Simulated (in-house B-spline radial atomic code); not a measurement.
**One electron outside the 1s2 core: Hg⁷⁷⁺**

Computed with a B-spline radial code for spherical atoms, no-pair Dirac-Coulomb Hamiltonian, finite nucleus. Rungs: frozen-core Dirac-Hartree-Fock (DHF); Brueckner orbitals from the second-order correlation potential; the same with the Coulomb interaction screened by the core and the hole-particle interaction summed; Breit and QED terms from differences of relaxed Dirac-Fock atoms, where computed. Partial waves beyond l = 6 are extrapolated. The tables show a selection of states; those near core-excited levels, with erratic corrections or far from their DHF start are never shown.

Command:
```bash
python run_mb.py task.json out
```
Settings (nuclear radius in fm, box in bohr, cutoff in hartree):
```
basis_form          2
Z                   80
core_configuration  1s2
rms_radius          5.4648
mass_number         202
speed_of_light      137.036
box_radius          2.708
lmax                6
intervals           56
virtual_cutoff      12800.0
```

Run time, properties included: 8.4 s on 1 thread of Arm Neoverse V1, on a shared host.

Removal energies (eV):

```csv
state,DHF,second order,screened,Breit + QED,final
2s1/2,23591.8,23592,23592,-48.2,23543.8
2p1/2,23366.8,23367.4,23367.4,-44.8,23322.6
2p3/2,21190.5,21190.8,21190.8,-17.3,21173.5
3s1/2,10185.2,?,?,?,?
3p1/2,10124.2,10124.3,10124.3,-12.3,10112
3p3/2,9475.87,9475.96,9475.96,-5.26,9470.7
3d3/2,9458.01,9458.05,9458.05,-0.419,9457.63
3d5/2,9282.39,?,?,?,?
4s1/2,5614.13,5614.16,5614.16,-,-
4p1/2,5589.49,5589.56,5589.56,-,-
```

**Question.** What does correlation do to 3d5/2?

**Answer.** It adds 0.03068 eV to the removal energy in second order and 0.03087 eV with screening; Breit and QED add -0.497 eV, for a final 9281.92 eV.

**Question.** What does correlation do to 3s1/2?

**Answer.** It adds 0.06574 eV to the removal energy in second order and 0.06606 eV with screening; Breit and QED add -14.1 eV, for a final 10171.2 eV.

**Question.** How does the lowest state compare with the NIST ionisation energy?

**Answer.** 2s1/2 is bound by 23543.8 eV, without recoil; NIST lists 23544.1 ± 0.3 eV (tabulated theory), a difference of -0.31 eV.

Electric-dipole lines from 2s1/2 (reduced matrix elements in atomic units, length form, static core polarisation, sign of DHF taken positive):

| upper | DHF | + core polarisation | + Brueckner | λ (nm) | A (s⁻¹) |
| --- | --- | --- | --- | --- | --- |
| 2p1/2 | 0.04618 | 0.04614 | 0.04614 | 5.6062 | 1.22e+10 |
| 2p3/2 | 0.07161 | 0.07156 | 0.07156 | 0.52308 | 1.81e+13 |

Magnetic hyperfine constants per unit nuclear g factor (MHz, nucleus as a uniformly magnetised ball; they apply to isotopes with nuclear spin):

| state | DHF | + core polarisation | + Brueckner |
| --- | --- | --- | --- |
| 2s1/2 | 3.466e+07 | 3.502e+07 | 3.502e+07 |
| 2p1/2 | 1.154e+07 | 1.161e+07 | 1.161e+07 |
| 2p3/2 | 1.132e+06 | 1.084e+06 | 1.084e+06 |
| 3s1/2 | 1.021e+07 | 1.03e+07 | 1.03e+07 |
| 3p1/2 | 3.539e+06 | 3.554e+06 | 3.554e+06 |
| 3p3/2 | 350900 | 339500 | 339500 |
